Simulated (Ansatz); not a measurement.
Species: CH₄GeO, SMILES `[CH](=O)[GeH3]` (charge 0, multiplicity 1), formula CH₄GeO.

Question: How many basis functions does frozen-core CCSD(T)/cc-pVTZ // TPSSh-D3(BJ)/def2-TZVP run with Ansatz (a first-principles code) use, how many core orbitals are frozen, and how many electrons are correlated?

Answer: 159 basis functions and 11 frozen orbitals, which leaves 28 correlated electrons (filled d shells below the valence shell are correlated). Core time is of the order of minutes.
